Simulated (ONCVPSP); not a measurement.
# Pseudopotentials across the periodic table

Generated with ld1.x 7.5 (TM, RRKJ, ultrasoft, PAW), atompaw 4.2 or ONCVPSP 4.0.1. The cutoff is in Ry: for ld1.x and atompaw files where the sum of valence levels is converged to 10 mRy in a Bessel basis, for ONCV files where the hardest occupied wave has 1 mHa per electron of residual kinetic energy. The error is the largest all-electron minus pseudo excitation energy over each file’s own four to seven test configurations (ionisations up to +4, promotions, holes and added fractions of an electron), all of which were solved. The labels leave out finer settings (local radius, basis sizes, second energies), which also bear on the numbers. Spin-polarised tests are not counted. The rows are a selection from randomly drawn settings: files with unsolved tests, undetermined cutoffs or missed reference levels are left out.

A true bound ghost makes a file unfit for plane-wave use even where its test errors are small: the radial tests pick states by their node count and pass the ghost by.

| element | potential | cutoff (Ry) | largest error (meV) | bound ghosts |
| --- | --- | --- | --- | --- |
| Ti | ONCV, PBEsol, scalar-relativistic, rc 1.85/1.95/1.45 (spd), local smoothed, core correction yes, reference 3s2 3p6 3d2 4s1.75 4p0.25, qcut 6.7/6.1/9.5, projectors 3/2/2 | 78 | -2.5 | none |
| Cr | ONCV, PBE, fully relativistic, rc 1.75/0.90/1.05 (spd), local smoothed, core correction yes, reference 3s2 3p6 3d5 4s0.75, qcut 8.1/10.3/7.7, projectors 2/1/2 | 658 | +3.1 | none |
| Co | ONCV, PBE, scalar-relativistic, rc 1.25/1.05/0.85 (spd), local d, core correction no, reference 3s2 3p6 3d7 4s2, qcut 12.7/14.3/11.4, projectors 2/2/0 | 581 | -9.5 | p |
| Yb | ONCV, PBEsol, scalar-relativistic, rc 2.60/3.55/2.50 (spd), local smoothed, core correction yes, reference 5d1 6s1.75 6p0.25, qcut 2.6/2.8/6.7, projectors 2/1/2 | 21 | -542 | none |
| Re | ONCV, PBE, scalar-relativistic, rc 1.60/1.80/2.15 (spd), local smoothed, core correction yes, reference 5s2 5p6 5d5 6s2, qcut 9.3/6.3/8.3, projectors 2/2/2 | 55 | -83 | none |
| Tl | ONCV, PBE, scalar-relativistic, rc 1.55/1.70/2.05/1.70 (spdf), local smoothed, core correction yes, reference 5s2 5p6 5d10 6s2 6p0.5, qcut 8.6/10.1/8.4/7.5, projectors 3/2/2/1 | 62 | -47 | none |

(1) Fill in the row for Rh: ONCV, PBE, scalar-relativistic, rc 1.55/1.30/1.85 (spd), local smoothed, core correction yes, reference 4s2 4p6 4d8 5s1, qcut 7.9/9.6/6.9, projectors 2/3/2.

## Answers

(1) cutoff 64 Ry, largest error +12 meV, bound ghosts: none.
